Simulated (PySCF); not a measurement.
C6H12O2Si, singlet, geometry from GFN2-xTB. Base run: DF-R2SCAN/def2-SV(P) in PySCF.

PySCF was given this input:
```python
from pyscf import gto, scf, dft

mol = gto.Mole()
mol.atom = '''
    C     3.29317671   -0.04795943   -0.29807079
    C     2.59954963   -0.64158893    0.66205982
    C     1.12296510   -0.58980606    0.75070307
    O     0.49904034   -1.13395576    1.62947223
    O     0.54767623    0.10548990   -0.21821987
    Si   -1.11343631    0.33479046   -0.37273199
    C    -1.16670082    1.39737402   -1.94611805
    C    -1.77083648    1.26522252    1.15014823
    C    -1.96801907   -1.34788894   -0.60793679
    H     2.79711380    0.51146999   -1.07393570
    H     4.36820603   -0.10030812   -0.34083557
    H     3.07090419   -1.20862969    1.45200899
    H    -2.19184244    1.64418251   -2.19798187
    H    -0.62477633    2.32922120   -1.81952034
    H    -0.73425531    0.87837927   -2.79563769
    H    -1.62004897    0.67712069    2.05082039
    H    -2.83207756    1.47489184    1.06343873
    H    -1.25696945    2.21345120    1.28665470
    H    -1.56579707   -1.87920715   -1.46686019
    H    -3.03663367   -1.23593528   -0.76038877
    H    -1.82025780   -1.97609515    0.26575340
'''
mol.basis = 'def2-sv(p)'
mol.verbose = 3
mol.build()

mf = dft.RKS(mol)
mf.xc = 'r2scan'
mf = mf.density_fit(auxbasis='def2-universal-jkfit')
mf.kernel()
```

Each row names what was changed in the base input (with any setting that the change needs).

| change | ΔE vs base (µEh) | grid points | electrons on the grid |
|---|---|---|---|
| base | 0.0 | 249752 | 77.99999 |
| grids.atom_grid = (99, 590) | -37.1 | 678968 | 77.99999 |
| grids.level = 4 | -2.0 | 445584 | 77.99999 |
| grids.atom_grid = (30, 110) | 873 | 51712 | 77.99951 |
| grids.radi_method = delley | 2.9 | 267440 | 77.99998 |
| grids.prune = dft.gen_grid.sg1_prune | -113 | 108840 | 78.00074 |
| grids.becke_scheme = stratmann | -5.1 | 249752 | 77.99999 |
| grids.atom_grid = (150, 974) | -19.0 | 1696744 | 78.00000 |
| grids.prune = dft.gen_grid.treutler_prune | 0.2 | 216520 | 77.99997 |
| small_rho_cutoff = 0 | 0.0 | 249752 | 77.99999 |
| grids.level = 1 | 1057 | 77520 | 78.00013 |
